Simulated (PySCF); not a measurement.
Computed shifts of a molecule C₄H₁₁FSi, PBE0/pcSseg-1 in PySCF, GIAO, gas phase, atoms alike by connectivity averaged where their shifts nearly agree, in ppm (number of nuclei): ¹³C: 31.8 (1), 31.4 (1), 29.8 (1), 27.3 (1). ²⁹Si: 14.5 (1). ¹⁹F: -226.3 (1). ¹H: 5.42 (2), 2.00 (1), 1.38 (6), 1.19 (1), 0.53 (1). References: ¹³C against TMS (σ = 186.3 ppm); ²⁹Si against TMS (σ = 352.7 ppm); ¹⁹F against CFCl3 (σ = 167.2 ppm); ¹H against TMS (σ = 31.56 ppm), references at their B3LYP-D3(BJ)/def2-TZVP geometries, non-relativistic. Geometry optimised at B3LYP-D3(BJ)/def2-SVP. The values are those of a single conformer.

Task: Identify the compound among the candidates.
(A) CC[Si](C)(C)F
(B) CC(C)(F)C[SiH3]
(C) CC(C)C[SiH2]F
(D) CC[C@@H](F)[SiH2]C

Result: C, CC(C)C[SiH2]F
